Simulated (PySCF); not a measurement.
CuF, SMILES [F][Cu], multiplicity 1.

The structure is a stationary point at PBE0-D3(BJ)/def2-TZVPD. The multiplicity is an assumed one; other spin states were not compared.

Two levels are set side by side: PBE/def2-TZVPD (PySCF) and B3LYP/def2-TZVPD (PySCF). Same geometry, gas phase. Differences are taken from unrounded values.

| quantity | B3LYP |
|---|---|
| orbital gap (eV) | 3.86 |
| highest occupied level (eV) | -7.38 |
| lowest empty level (eV) | -3.52 |
| dipole moment (D) | 5.16 |
| mean polarisability (bohr³) | 22.4 |

Question: What does PBE give, and how far is it from B3LYP? (Estimate from the structure and the level; the computed values follow.)

Answer: 
```tsv
quantity	PBE	PBE minus B3LYP
orbital gap (eV)	1.91	-1.95
highest occupied level (eV)	-6.05	1.34
lowest empty level (eV)	-4.14	-0.62
dipole moment (D)	4.64	-0.52
mean polarisability (bohr³)	26.2	3.7
```

PBE's occupied levels lie high since its potential decays too fast outside the molecule; exact exchange lowers them and widens the gap. Loosely held outer electrons make PBE densities more polarisable. Differences between two approximate levels are no errors against the true value.

Rough cost on one machine, each run with all the roots and properties that it gave: B3LYP against PBE within a factor of 2.
